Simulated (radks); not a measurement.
Values are calculated unless marked as measured or tabulated.
A nucleus of charge 19.5 with 17 electrons, configuration [Ne] 3s2 3p5. Code: a radial shooting solver on a logarithmic mesh with Libxc functionals. Model: scalar-relativistic Kohn-Sham, PBE, spin-polarised, spherical densities, finite nucleus; open shells are filled with parallel spins first; Fermi nuclear charge, rms radius 3.4349 fm.

Radial electron density D(r) = 4 pi r^2 rho(r):

```
   r/bohr * D(r) (the largest magnitude, 23.3, reaches the edge; | marks zero)
 0.002582 |*
 0.003256 |*
  0.00414 | *
 0.005221 |  *
 0.006637 |    *
  0.00837 |       *
  0.01064 |          *
  0.01342 |               *
  0.01706 |                     *
  0.02151 |                             *
  0.02735 |                                     *
  0.03449 |                                             *
  0.04384 |                                                   *
  0.05529 |                                                     *
  0.06973 |                                                  *
  0.08864 |                                            *
   0.1118 |                                       *
   0.1421 |                                      *
   0.1792 |                                             *
   0.2278 |                                                     *
   0.2873 |                                                      *
   0.3653 |                                           *
   0.4606 |                           *
   0.5856 |              *
   0.7385 |            *
   0.9388 |               *
    1.184 |              *
    1.493 |         *
    1.898 |   *
    2.394 |*
    3.043 *
    3.838 *
```

D(r) has 3 maxima, at r = 0.0540, 0.263, 1.03 bohr, and minima at 0.127, 0.698 bohr, inside which lie 2.16, 10.37 electrons.
